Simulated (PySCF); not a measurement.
# Two-component Hartree-Fock for Ne⁴⁺ (neon, charge +4)

Start: [He] 2s2 2p2; 2p1/2 filled at m_j = -1/2, +1/2. Calculated with PySCF 2.14 in an uncontracted even-tempered set (18 s from 0.32 bohr⁻², ratio 2.4; 11 p from 0.41 bohr⁻², ratio 2.4; 5 d from 2.4 bohr⁻², ratio 2.6; 5 f from 3.5 bohr⁻², ratio 2.6): generalised Hartree-Fock with the X2C-1e Hamiltonian and a Gaussian nucleus; one run each with spin-orbit coupling (SO) switched off, then screened by Boettger's factors.

```csv
spinor shell,electrons,"ε, spin-free (eV)","ε, screened SO (eV)",weight of nominal j (screened SO),"rms radius, screened SO (bohr)"
1s1/2,2,-1014.4,-1014.4,1.000,0.182
2s1/2,2,-143.81,-143.81,1.000,0.832
2p1/2,2,-127.24,-127.26,0.511,0.773
```

```
   quantity   spin-free  screened SO
E (hartree)  -120.68645   -120.68849
        M_J           0            0
       ⟨J²⟩       2.002        1.958
       ⟨L²⟩       2.001        2.001
       ⟨S²⟩       2.001        2.001
```

The determinant has a definite M_J but mixes levels of different J.

Each row is a mean over spinors that exchange with the open shell spreads, by up to 13.815 eV (2s1/2).

Rows whose weight is well below 1 are mixtures of j = l ± 1/2: exchange outweighs spin-orbit coupling there, and the label is only the starting occupation.

Without spin-orbit coupling the j labels of p, d and f shells carry no meaning; the spin-free column gives the mean over the occupied spinors of each nl shell.
